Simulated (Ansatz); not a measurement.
H₂ (SMILES [H][H]), singlet, at a GFN2-xTB geometry; MP2/aug-pcseg-1 (Ansatz, a quantum-chemistry and plane-wave program).

The Ansatz input:
Ansatz 0.2 input:
```yaml
crystal:
  periodic: [false, false, false]
  atoms:
    - {symbol: H, position_ang: [-0.00000000, -0.00000000, -0.38834947]}
    - {symbol: H, position_ang: [0.00000000, 0.00000000, 0.38834947]}
basis:
  gaussian:
    orbitals: aug-pcseg-1.json
magnetization: {spin_polarized: false}
correlation: {method: mp2}
```
The basis file holds aug-pcseg-1 in the JSON format of the Basis Set Exchange.

Output, abridged:

```
Functional definition: HF
180 factors; integrals over basis functions are off by at most 3.6e-4 eV
mean field evaluation 1: about -30.6483 eV, gradient 3.7e0 eV
mean field evaluation 2: about -30.6480 eV, gradient 3.7e0 eV
mean field evaluation 4: about -30.7380 eV, gradient 5.1e-2 eV
mean field evaluation 8: about -30.7380 eV, gradient 3.3e-8 eV
mean field -30.73804814 eV, -1.1296024342 hartree, gradient 2.8e-8 eV, S^2 0.000000; 0 other end points of the search recorded, 0 dependent functions left out
reference -30.73804814 eV, -1.1296024342 hartree; 1, 1 occupied and 17, 17 virtual orbitals, 180 factors
second order -0.72017629 eV of doubles, -0.00000000 eV of singles
Total energy: -31.45822444 eV, -1.1560684248 hartree
```
